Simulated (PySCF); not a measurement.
# Computed records: CH₃BClSi

All values are calculated (PySCF 2.14.0). Calculation on a computer-drawn molecule: the log of a Hartree-Fock and frozen-core CCSD(T) single point meant for a local Hartree-Fock minimum, with one planted fault or none, to be diagnosed. Offsets are logged minus clean, where the clean run is the same molecule without the fault. The reference is restricted for singlets and unrestricted otherwise, and also for a bond in bohr or an excited solution. Adding or removing an electron swaps singlet and doublet. The excited solution moves the top pair (singlet) or top alpha electron (doublet) to the lowest empty orbital. Highest occupied and lowest empty are orbital energies over both spins, largest force is the largest gradient component, triples share is (T) over the correlation energy, the T1 limit is 0.02 restricted and 0.045 unrestricted, electrons count all cores, a negative frequency is imaginary (commonest isotopes), and the dipole is about the centre of nuclear charge.

```yaml
- formula: CH3BClSi
  logged_structure:
    atoms_angstrom:
      - [B, -0.6845, 0.1128, -1.7574]
      - [C, -0.1362, -0.7812, -0.8121]
      - [Si, 0.7771, -2.1925, -1.2606]
      - [Cl, 1.5297, -3.4216, 0.0888]
      - [H, -1.1318, 0.8435, -2.558]
      - [H, -0.2968, -0.5708, 0.2458]
      - [H, 1.0405, -2.5513, -2.6478]
  given:
    meant_charge: 1
    meant_multiplicity: 1
    meant_basis: "cc-pV(D+d)Z"
    logged_electrons: 44
    logged_basis_functions: 31
    logged_SCF_converged: "yes"
    logged_spin_squared: 0.0
    "logged_highest_occupied [eV]": -14.453
    "logged_lowest_empty [eV]": -2.4546
    "logged_largest_force [hartree/bohr]": 0.037758
    logged_T1_diagnostic: 0.015674
    logged_D1_diagnostic: 0.047469
    logged_triples_share: 0.033806
    logged_CC_converged: "yes"
    "logged_dipole_magnitude [debye]": 6.9069
    logged_SCF_stable_within_its_kind: "yes"
    "logged_energy_HF [hartree]": -803.47396
    "logged_energy_CCSD(T) [hartree]": -803.65185
    possible_faults: "no fault, one electron removed, one electron added, multiplicity raised by two, geometry at a saddle point, SCF held on an excited solution, minimal basis STO-3G, one bond length entered in bohr, all coordinates scaled"
    drawn_bonds_atom: [1, 2, 3, 1, 2, 3]
    drawn_bonds_other_atom: [2, 3, 4, 5, 6, 7]
    drawn_bonds_order: [1, 2, 1, 1, 1, 1]
  results:
    planted_fault: "minimal basis STO-3G"
    "HF_energy_offset_from_clean_run [kcal/mol]": 5652
    "CCSD(T)_energy_offset_from_clean_run [kcal/mol]": 5836
```
